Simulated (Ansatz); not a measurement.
Question: Name a neutral molecule of B, C, I and H with zero-point energy (PBE0-D4/def2-TZVP) between 128 and 144 kJ/mol and HOMO–LUMO gap (PBE/def2-TZVPP) between 2.95 and 3.25 eV (Ansatz, PBE0-D4/def2-TZVP geometry).

Answer: `IC1BC1` (142.0 kJ/mol, 3.15 eV). Other molecules can fit too; these were computed, each in one conformer that needn't be the lowest.
